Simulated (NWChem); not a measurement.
BSiH5SO2; SMILES S(B(O)O)[SiH3]

```xyz
10

Si     0.2577    -1.8647     0.0000
S     -1.0633    -0.1597     0.0000
B      0.1846     1.1866     0.0000
O     -0.1865     2.4939     0.0000
O      1.5020     0.8603     0.0000
H      1.1096    -1.8987    -1.2222
H      1.1096    -1.8987     1.2222
H     -0.6537    -3.0459     0.0000
H     -1.1382     2.6315     0.0000
H      2.0706     1.6390     0.0000
```
Atoms are numbered in this order, from 1.

The geometry was optimised at PBE0/def2-SVP.

 Unshifted, non-relativistic core excitations; the lowest 4 roots alone, so stronger bands may lie above.

### Question
List the first S K-edge excitations from BHandHLYP/6-311G** (spherical d), restricted-window TDA (NWChem).

### Answer
```tsv
state	energy (eV)	dipole oscillator strength	leading excitation (squared amplitude)
S1	2446.0	0.0039	1s of atom 2 or its equivalents → LUMO (0.74)
S2	2447.5	0.0015	1s of atom 2 or its equivalents → LUMO+1 (0.47)
S3	2448.1	0.0009	1s of atom 2 or its equivalents → LUMO+2 (0.73)
S4	2449.0	0.0011	1s of atom 2 or its equivalents → LUMO+3 (0.69)
```
